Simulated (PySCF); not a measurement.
# Radial density of F (fluorine, neutral)

revPBE, [He] 2s1 2p6, 2S determinant (an excited configuration). Calculation: PySCF 2.14, in aug-cc-pVTZ (5s4p3d2f, 46 functions); no relativity, point nucleus.

| r (bohr) | 4πr²ρ (e/bohr) | 4πr²(ρα − ρβ) |
| --- | --- | --- |
| 0.00324 | 0.05419 | 0.0015 |
| 0.00546 | 0.1479 | 0.0041 |
| 0.00918 | 0.3902 | 0.0107 |
| 0.0154 | 0.9884 | 0.0271 |
| 0.0260 | 2.314 | 0.0630 |
| 0.0437 | 4.783 | 0.1272 |
| 0.0735 | 7.998 | 0.1977 |
| 0.124 | 9.535 | 0.1812 |
| 0.208 | 6.983 | 0.0419 |
| 0.350 | 4.411 | 0.2288 |
| 0.588 | 5.681 | 0.9961 |
| 0.989 | 5.099 | 0.9544 |
| 1.66 | 1.890 | 0.1861 |
| 2.80 | 0.2622 | -0.0157 |
| 4.71 | 0.006196 | -0.0017 |
| 7.92 | 5.621e-05 | 0.0000 |

Q: Where is the radial spin density 4πr²(ρα − ρβ) most negative, and why is it negative at all?

A: Around r = 2.80 bohr, down to -0.0157 e/bohr: exchange with the open shell polarises the paired shells in an unrestricted calculation.
